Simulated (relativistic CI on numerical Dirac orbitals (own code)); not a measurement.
# What each ingredient does to the levels of Ce⁴¹⁺

Base calculation: Dirac-Coulomb-Breit CI, orbitals from a KLI potential per configuration, model QED, unscaled Slater integrals.

Configuration list (outside the closed core [Ne]): 3s2.3p5, 3s.3p6, 3s2.3p4.3d, 3s.3p5.3d, 3p6.3d, 3s.3p4.3d2, 3s2.3p3.3d.4p, 3p6.4s, 3s.3p4.3d.4s, 3s2.3p4.4s, 3p6.4p, 3s2.3p4.4p, 3s2.3p4.4d, 3p5.3d.4p, 3s.3p5.4s, 3s2.3p4.4f, 3s.3p5.4p, 3s.3p5.4d, 3s.3p5.4f, 3s2.3p4.5s, 3s2.3p4.5p, 3s2.3p3.4s.4p, 3s2.3p4.5d, 3s2.3p4.5f, 3s2.3p4.5g, 3s.3p4.4s2, 3s.3p5.5s, 3s.3p5.5p, 3s2.3p3.3d2, 3s2.3p2.3d3, 3s.3p3.3d3, 3s2.3p2.3d2.4s, 3s2.3p2.3d2.4p, 3s2.3p2.3d2.4d, 3p5.3d2, 3p4.3d3, 3p4.3d2.4s, 3p4.3d2.4p, 3p4.3d2.4d, 3s2.3p3.3d.4s, 3s.3p3.3d2.4s, 3s2.3p2.3d.4s2, 3s2.3p2.3d.4s.4p, 3s2.3p2.3d.4s.4d, 3p5.3d.4s, 3p4.3d.4s2, 3p4.3d.4s.4p, 3p4.3d.4s.4d, 3s2.3p3.4s2, 3s.3p3.3d.4s2, 3s2.3p2.4s2.4p, 3s2.3p2.4s2.4d, 3s2.3p3.4p2, 3s2.3p2.3d.4p2, 3s.3p3.3d.4p2, 3s2.3p2.4s.4p2, 3s2.3p2.4p3, 3s2.3p2.4p2.4d. Double excitations out of closed p, d and f shells are left out; levels of such configurations are missing from the list, as are those of other unlisted configurations, and high levels can miss mixing partners. These lack a partner that the ground configuration has and come out too high: 3s2.3p4.4f, 3s.3p5.4p, 3s.3p5.4d, 3s.3p5.4f, 3s2.3p4.5s.

The lowest level and the first level of each name with at least 55 % of one term (blank where a level has no safe partner in the second run):

```json
{"Level": "3s2.3p5 2P°_3/2", "Base (cm⁻¹)": "0", "Shift (cm⁻¹)": "0"}
{"Level": "3s2.3p5 2P°_1/2", "Base (cm⁻¹)": "877237", "Shift (cm⁻¹)": "+10941"}
{"Level": "3s2.3p4.3d 2D_3/2", "Base (cm⁻¹)": "1552072", "Shift (cm⁻¹)": "+5442"}
{"Level": "3s2.3p4.3d 4F_9/2", "Base (cm⁻¹)": "1614248", "Shift (cm⁻¹)": "+15173"}
{"Level": "3s.3p6 2S_1/2", "Base (cm⁻¹)": "1994370", "Shift (cm⁻¹)": "+4743"}
{"Level": "3s2.3p4.3d 4D_1/2", "Base (cm⁻¹)": "2193702", "Shift (cm⁻¹)": "+16211"}
{"Level": "3s2.3p4.3d 2G_7/2", "Base (cm⁻¹)": "2327325", "Shift (cm⁻¹)": "+20760"}
{"Level": "3s2.3p4.3d 2G_9/2", "Base (cm⁻¹)": "2517312", "Shift (cm⁻¹)": "+27730"}
```

At this charge energies of transitions that change n are usually good to better than 1 %, and those within a shell (Δn = 0) to a few per cent.

Task: One thing was changed in a second run, which moved the levels as shown. Which?
A. valence Slater integrals scaled by 0.9
B. QED terms removed
C. Breit term removed
D. configuration mixing switched off
E. only the first 3 configurations

Result: C. Breit term removed. The Breit term mainly narrows fine-structure intervals, so removing it widens them.

LS names give the leading component of a level, which can be under half, so a name can repeat, a term be missing and a line seem to break the LS rules.
